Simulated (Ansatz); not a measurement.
Two isomers of C4H7B: A = `BC(C)=C=C`, B = `C=C1CB1C`.

Program: Ansatz. Geometries: PBE0-D4/def2-TZVP. ΔE: electronic, gas phase. CCSD(T)/CBS adds triple-zeta CCSD(T) − MP2 to the extrapolated MP2 energy (def2 sets, frozen cores). DFT in def2-TZVPP. B3LYP here is the variant with VWN-RPA as its local correlation; programs differ in this.

Problem. Which isomer does CCSD(T)/CBS put lower? Give the gap. (Best estimate.)

Solution. Ansatz gave: A, by 0.5 kcal/mol.

Problem. Give E(B) − E(A) in kcal/mol with B3LYP, CCSD/def2-TZVPP, B3LYP-D4, MP2/def2-TZVPP, PBE-D4, r2SCAN-D4, ωB97M-V. (Estimate.)

Solution. Ansatz gave: B3LYP 1.6, CCSD/def2-TZVPP 1.0, B3LYP-D4 2.0, MP2/def2-TZVPP -0.1, PBE-D4 -2.2, r2SCAN-D4 -1.6, ωB97M-V -0.5. The order is the other way round with PBE-D4, r2SCAN-D4, ωB97M-V.

Largest T1 diagnostic: 0.012.

In def2-TZVPP, CCSD(T) changes the Hartree–Fock value by −4.3 kcal/mol (the triples alone add +0.1 kcal/mol) and MP2 by −5.5 kcal/mol. From PBE to PBE0 (25 % exact exchange), in def2-TZVPP and without D4, E(B) − E(A) moves by −0.8 kcal/mol.
